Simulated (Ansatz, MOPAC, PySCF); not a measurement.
System: GaCl$_{2}$, charge 1, multiplicity 1. SMILES: [Cl][Ga+][Cl]
Geometry from a B3LYP-D3(BJ)/def2-TZVP (Ansatz, a program for electronic structure) optimisation:
```xyz
3

Ga     0.0000     0.0000     0.0000
Cl     0.0000     0.0000    -2.0381
Cl     0.0000     0.0000     2.0381
```
Charge +1, spin multiplicity 1.

Unscaled harmonic wavenumbers (cm⁻¹) in rising order, each level at the stationary point that it reaches from this structure (no distance between atoms moves by over 0.3 Å); the order of modes can differ between levels, and a negative number is imaginary. B3LYP-D3(BJ)/def2-TZVP (PySCF, at the structure above): 109, 109, 408, 591.

AM1 (MOPAC): 66, 66, 376, 409. Zero-point energy 1.3 against 1.7 kcal/mol; where all levels lie over 400 cm⁻¹, the wavenumbers are on average 0.693 times those of B3LYP-D3(BJ)/def2-TZVP.

PM6 (MOPAC): 111, 111, 436, 613. Zero-point energy 1.8 against 1.7 kcal/mol; where all levels lie over 400 cm⁻¹, the wavenumbers are on average 1.038 times those of B3LYP-D3(BJ)/def2-TZVP.

PM7 (MOPAC): 101, 101, 402, 591. Zero-point energy 1.7 against 1.7 kcal/mol; where all levels lie over 400 cm⁻¹, the wavenumbers are on average 1.000 times those of B3LYP-D3(BJ)/def2-TZVP.

HF/3-21G (Ansatz): 84, 84, 381, 553. Zero-point energy 1.6 against 1.7 kcal/mol; where all levels lie over 400 cm⁻¹, the wavenumbers are on average 0.937 times those of B3LYP-D3(BJ)/def2-TZVP.
